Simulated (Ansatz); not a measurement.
`F[SiH]1C[N]1[GeH3]` + `NB(O)F` → `OB(F)[NH][GeH3]` + `F[SiH]1CN1`  (ligand exchange at a Ge–N bond)

Isolated molecules relaxed with PBE0-D4/def2-TZVP in Ansatz; ΔE leaves out vibrations. CBS: MP2 limit from def2 TZ/QZ plus the TZ coupled-cluster correction, frozen cores. Functionals use def2-TZVPP. For Ge outer-core shells are correlated without core-valence functions, which leaves a few kJ/mol of doubt a bond. Scalar relativity is left out up to krypton. Each species was taken in one conformer, which may not be the lowest.

| level | ΔE (eV) |
| --- | --- |
| r2SCAN-D4 | 0.11 |
| r2SCAN | 0.11 |
| MP2/def2-TZVPP | 0.14 |
| MP2/CBS(def2) | 0.14 |

(1) What does CCSD(T)/CBS give? (Estimate.)

Largest T1 diagnostic among the species: 0.012.

Results:

(1) The calculation gave: +0.11 eV. The listed levels differ from it by 0.00, 0.00, 0.03, 0.03 eV.
